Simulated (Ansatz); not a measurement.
Single points on the cluster Ge3O4⁺.

```yaml
crystal:
  periodic: [false, false, false]
  atoms:
    - {symbol: Ge, position_ang: [-0.918130, 0.604972, 0.682529]}
    - {symbol: Ge, position_ang: [0.445636, 0.013925, -2.207985]}
    - {symbol: Ge, position_ang: [1.646021, -1.392157, 0.653111]}
    - {symbol: O, position_ang: [0.259981, -0.432697, 1.402999]}
    - {symbol: O, position_ang: [-2.112381, 1.391669, 1.570132]}
    - {symbol: O, position_ang: [-0.760885, 0.763272, -1.030364]}
    - {symbol: O, position_ang: [1.439759, -0.948984, -1.070422]}
basis:
  gaussian: {orbitals: def2-TZVP, initial_orbitals: start.molden}
total_charge: 1
magnetization: {spin_polarized: true, initial_magnetization: 1}
hamiltonian: {xc: r2scan, dispersion: d4}
scf: {omitted_lower_state_checks: [starts]}
output: {orbitals: {seedname: orbitals}}
```

The file start.molden holds the orbitals of an earlier run on this structure, at another level or in another basis.

```sh
$ ansatz run in.yaml --threads 4 --pin off --events-out ev --progress --plain --max-ram 4787MiB
```

It prints (some lines left out):

```
Functional definition: r2SCAN
1678 factors; their error is unknown
mean field evaluation 1: about -177736.2336 eV, gradient 7.6e0 eV
mean field evaluation 2: about -177736.3727 eV, gradient 4.4e-1 eV
mean field evaluation 4: about -177736.3589 eV, gradient 1.3e-1 eV
mean field evaluation 8: about -177736.3590 eV, gradient 1.5e-5 eV
mean field -177736.35899223 eV, -6531.6907189334 hartree, gradient 1.5e-5 eV, S^2 0.758199; 0 other end points of the search recorded, 0 dependent functions left out
reference -177736.35900464 eV, -6531.6907193892 hartree; 64, 63 occupied and 204, 205 virtual orbitals, 1678 factors
Total energy: -177736.43098862 eV, -6531.6933647519 hartree
Checks for a lower state left out: starts
```

Run time 22 s (4 threads of Arm Neoverse V1 on a shared host), peak host memory 0.63 GiB.

As the first input, with `hamiltonian: {xc: {name: BLYP}, dispersion: d4}` (abridged; 9 s):

```
Functional definition: BLYP
mean field -177745.78202258 eV, -6532.0370089115 hartree, gradient 3.0e-5 eV, S^2 0.753911
Total energy: -177746.48687319 eV, -6532.0629116937 hartree
Checks for a lower state left out: starts
```

The first input with `gaussian: {orbitals: def2-SVP, initial_orbitals: start.molden}`, `hamiltonian: {xc: pbe, dispersion: d4}` (abridged; 4.6 s):

```
Functional definition: PBE
mean field -177675.90939436 eV, -6529.4692371859 hartree, gradient 1.8e-5 eV, S^2 0.754052
Total energy: -177676.23967752 eV, -6529.4813748681 hartree
Checks for a lower state left out: starts
```

The first input with `correlation: {method: mp2}` and without the key `hamiltonian` (abridged; 26 s):

```
Functional definition: HF
mean field -177569.16307492 eV, -6525.5463823016 hartree, gradient 3.0e-6 eV, S^2 0.758886
31 core orbitals not correlated: weight in the atoms' cores, before any rotation towards them, 1.000 or more for the frozen orbitals, at most 0.000 for the correlated occupied ones
second order -42.01216202 eV of doubles, -0.00000000 eV of singles
Total energy: -177611.17523694 eV, -6527.0903007789 hartree
Checks for a lower state left out: starts
```

First input, but with `gaussian: {orbitals: def2-SVP, initial_orbitals: start.molden}`, `hamiltonian: {xc: pbe0, dispersion: d4}` (abridged; 9.5 s):

```
Functional definition: PBE0
mean field -177678.90741656 eV, -6529.5794124694 hartree, gradient 2.1e-5 eV, S^2 0.759188
Total energy: -177679.19002393 eV, -6529.5897980989 hartree
Checks for a lower state left out: starts
```

First input, but with `hamiltonian: {xc: pbe, dispersion: d4}`, `output: {forces: true, orbitals: {seedname: orbitals}}` (abridged; 9.5 s):

```
Functional definition: PBE
mean field -177707.51737339 eV, -6530.6308089906 hartree, gradient 2.8e-5 eV, S^2 0.754038
Total energy: -177707.84765512 eV, -6530.6429466204 hartree
Atom 0 force    -0.438401     0.289246     0.326019 eV/Å
Atom 1 force    -0.181647     0.138340     0.022022 eV/Å
Atom 2 force    -0.109279     0.053516     0.194433 eV/Å
Atom 3 force     0.436384    -0.410599     0.425634 eV/Å
Atom 4 force    -0.071474     0.046952     0.053131 eV/Å
Atom 5 force    -0.043302     0.151325    -0.718006 eV/Å
Atom 6 force     0.407719    -0.268781    -0.303234 eV/Å
Dipole moment:     0.574865    -0.378806    -0.427331 e Å
Checks for a lower state left out: starts
```

The first input with `hamiltonian: {xc: {name: PBE-QIDH}}` and without the key `output` (abridged; 38 s):

```
Functional definition: PBE-QIDH
mean field -177666.43644094 eV, -6529.1211125686 hartree, gradient 3.6e-6 eV, S^2 0.756300
31 core orbitals not correlated: weight in the atoms' cores, before any rotation towards them, 1.000 or more for the frozen orbitals, at most 0.000 for the correlated occupied ones
second order -47.65361386 eV of doubles, -0.00000000 eV of singles
Total energy: -177682.32099012 eV, -6529.7048589842 hartree
Checks for a lower state left out: starts
```

Geometry: r2SCAN-D4/def2-SVP.

Correlated methods freeze 31 core orbitals; core or outer-core shells of Ge are correlated, in sets that lack core-valence functions. Another isomer (doublet) lies 0.37 eV lower at PBE0-D4/def2-TZVP; other spin states weren't run for this one.
